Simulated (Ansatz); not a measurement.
Consider the redistribution: `[NH2][AlH][Cl]` + `[AsH2][SiH]1CO1` → `[Cl][AlH][SiH]1CO1` + `N[AsH2]`.

Isolated molecules relaxed with PBE0-D4/def2-TZVP in Ansatz; ΔE leaves out vibrations. CCSD(T)/CBS is the MP2 limit (def2-TZVPP, def2-QZVPP) plus CCSD(T) − MP2 in def2-TZVPP, frozen cores. Functionals use def2-TZVPP. For As outer-core shells are correlated without core-valence functions, which leaves a few kJ/mol of doubt a bond. Scalar relativity is left out up to krypton. Each species was taken in one conformer, which may not be the lowest.

```tsv
species	r2SCAN-D4 energy (Eh)
`[NH2][AlH][Cl]`	-759.25338
`[AsH2][SiH]1CO1`	-2641.65610
`[Cl][AlH][SiH]1CO1`	-1107.84072
`N[AsH2]`	-2293.00352
```

**Question.** Work out ΔE.

**Answer.** ΔE = (-1107.84072) + (-2293.00352) − (-759.25338) − (-2641.65610) = 0.06524 Eh = +1.78 eV. CCSD(T)/CBS gives +1.78 eV.

Largest T1 diagnostic among the species: 0.015.

From PBE to PBE0 (25 % exact exchange), in def2-TZVPP and without D4, ΔE moves by +0.06 eV.
